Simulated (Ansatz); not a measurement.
`COCBC=N` → B• + 3 C• + 8 H• + N• + O•  (atomization)

Isolated molecules relaxed with PBE0-D4/def2-TZVP in Ansatz; ΔE leaves out vibrations. CCSD(T)/CBS is the MP2 limit (def2-TZVPP, def2-QZVPP) plus CCSD(T) − MP2 in def2-TZVPP, frozen cores. This one scheme is used for every species, atoms too. Functionals use def2-TZVPP. B3LYP here is the variant with VWN-RPA as its local correlation; programs differ in this. No spin–orbit coupling; open shells (•) take unrestricted orbitals. Spin–orbit coupling would lower the free atoms: a little for B, C, O. Each species was taken in one conformer, which may not be the lowest.

```tsv
level	ΔE (eV)
B3LYP	56.08
HF/def2-TZVPP	40.41
SCS-MP2/def2-TZVPP	55.40
CCSD(T)/def2-TZVPP	54.65
```

(1) What does CCSD(T)/CBS give? (An estimate is asked.)

Largest T1 diagnostic among the species: 0.014.

Results:

(1) The calculation gave: +56.06 eV. The listed levels differ from it by 0.02, -15.65, -0.66, -1.41 eV.

From PBE to PBE0 (25 % exact exchange), in def2-TZVPP and without D4, ΔE moves by −1.20 eV: exact exchange takes away binding that semilocal exchange gives to molecules. The D4 term adds +0.38 eV with B3LYP and +0.20 eV with PBE0; it sums over pairs of atoms, weighted by their polarisabilities, and B3LYP, whose exchange is more repulsive, gets the larger term. In def2-TZVPP, CCSD(T) changes the Hartree–Fock value by +14.24 eV (the triples alone add +0.87 eV) and MP2 by +15.16 eV; breaking electron pairs costs correlation energy, which Hartree–Fock lacks.

For atomizations the MP2-based limit and the directly extrapolated one differ by several kJ/mol either way, and by 10 to 25 for some Ge, Se and Sn compounds, so smaller differences from it don't rank the levels.
